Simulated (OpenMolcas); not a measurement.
Zr3+ (d1) among equal point charges was computed by CASSCF with the d shell active (OpenMolcas, ANO-RCC-VDZP on the metal). Its lowest spin-free states, and all those of the highest spin:

| 2S+1 | Degeneracy | E (cm-1) |
| --- | --- | --- |
| 2 | 2 | 0.0 |
| 2 | 1 | 945.9 |
| 2 | 2 | 8927 |

Task: Is the site octahedral, tetrahedral or cube-like, axial, or of lower symmetry?

Result: The states with 2S+1 = 2 have orbital degeneracies 2, 1, 2. There are pairs but no triples, so the site is axial: not cubic, but with a proper or improper axis of order three or more. The run had Zr3+ among 6 point charges of -1 e arranged as a trigonal prism (D3h), 2.04 Å from the ion, with a polar angle of 51.1° against the regular 49.1°.

An orbital doublet at a regular site is open to a Jahn-Teller distortion, which this geometry leaves out. This is an electrostatic model: the charges have no orbitals. No measured value stands beside these numbers.
